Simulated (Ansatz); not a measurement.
System: C$_{4}$H$_{2}$FS, charge 0, multiplicity 2. It need not be the lowest isomer of its formula. SMILES: c1c(c[c]s1)F
Geometry: optimised at B3LYP-D3(BJ)/def2-TZVP (Ansatz, a program for electronic structure).

Property: atomisation energy (electronic, to ground-state atoms), in kJ/mol. Cores are frozen in the correlated levels unless marked. Open shells are spin-unrestricted. No spin-orbit coupling. No relativistic terms. The coupled-cluster limit lacks core correlation, which all-electron functionals hold. CBS(X,Y): correlation extrapolated as X^-3; Hartree-Fock from the larger set.

```json
[
 {"level": "BLYP/def2-TZVPD", "program": "Ansatz", "atomisation energy (kJ/mol)": "3515.7", "minus last row": "-2.9"},
 {"level": "revPBE/def2-TZVPD", "program": "Ansatz", "atomisation energy (kJ/mol)": "3553.7", "minus last row": "35.1"},
 {"level": "r2SCAN-D4/def2-TZVPD", "program": "Ansatz + dftd4", "atomisation energy (kJ/mol)": "3600.5", "minus last row": "81.9"},
 {"level": "B97M-V/def2-TZVPD", "program": "Ansatz", "atomisation energy (kJ/mol)": "3568.7", "minus last row": "50.1"},
 {"level": "PBE0-D3(BJ)/def2-TZVPD", "program": "Ansatz + dftd3", "atomisation energy (kJ/mol)": "3625.2", "minus last row": "106.6"},
 {"level": "BHLYP/def2-TZVPD", "program": "Ansatz", "atomisation energy (kJ/mol)": "3336.7", "minus last row": "-181.9"},
 {"level": "r2SCANh/def2-TZVPD", "program": "Ansatz", "atomisation energy (kJ/mol)": "3555.9", "minus last row": "37.3"},
 {"level": "HSE06-D4/def2-TZVPD", "program": "Ansatz + dftd4", "atomisation energy (kJ/mol)": "3629.7", "minus last row": "111.1"},
 {"level": "HSE06/def2-TZVPD", "program": "Ansatz", "atomisation energy (kJ/mol)": "3612.8", "minus last row": "94.2"},
 {"level": "LC-wPBE-D3(BJ)/def2-TZVPD", "program": "Ansatz + dftd3", "atomisation energy (kJ/mol)": "3583.3", "minus last row": "64.7"},
 {"level": "B2GP-PLYP/def2-TZVPD", "program": "Ansatz", "atomisation energy (kJ/mol)": "3487.3", "minus last row": "-31.3"},
 {"level": "RI-MP2/cc-pV(Q+d)Z", "program": "Ansatz", "atomisation energy (kJ/mol)": "3567.4", "minus last row": "48.8"},
 {"level": "CCSD/cc-pV(T+d)Z", "program": "Ansatz", "atomisation energy (kJ/mol)": "3309.6", "minus last row": "-209.0"},
 {"level": "CCSD(T)/cc-pVTZ", "program": "Ansatz", "atomisation energy (kJ/mol)": "3397.6", "minus last row": "-121.0"},
 {"level": "CCSD(T)/CBS(cc-pV(T+d)Z,cc-pV(Q+d)Z)", "program": "Ansatz", "atomisation energy (kJ/mol)": "3518.6", "minus last row": "0.0"}
]
```

The UHF reference is spin-contaminated (<S^2> 0.38 over the pure value in the largest basis).
